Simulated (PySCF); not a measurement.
A calculated (M06-2X, PySCF 2.14, x2c-TZVPPall with one added diffuse shell each of s, p, d, f type, the spin-free X2C one-electron Hamiltonian (Gaussian nucleus)) atom or ion has these occupied shells.

| shell | electrons | orbital energy (eV) | rms radius, mean of both spins (bohr) |
| --- | --- | --- | --- |
| 1s β | 1 | -7682.9 | 0.0649 |
| 1s α | 1 | -7682.9 | 0.0649 |
| 2s α | 1 | -932.02 | 0.277 |
| 2s β | 1 | -930.61 | 0.277 |
| 2p α | 3 | -800.51 | 0.249 |
| 2p β | 3 | -799.30 | 0.249 |
| 3s α | 1 | -117.03 | 0.838 |
| 3s β | 1 | -114.61 | 0.838 |
| 3p α | 3 | -78.887 | 0.897 |
| 3p β | 3 | -75.634 | 0.897 |
| 3d α | 5 | -17.684 | 1.30 |
| 3d β | 3 | -15.648 | 1.30 |

(1) Name the element and its charge.

Answers

(1) Co⁺ (cobalt, charge +1), in [Ar] 3d8, high-spin 3F determinant.
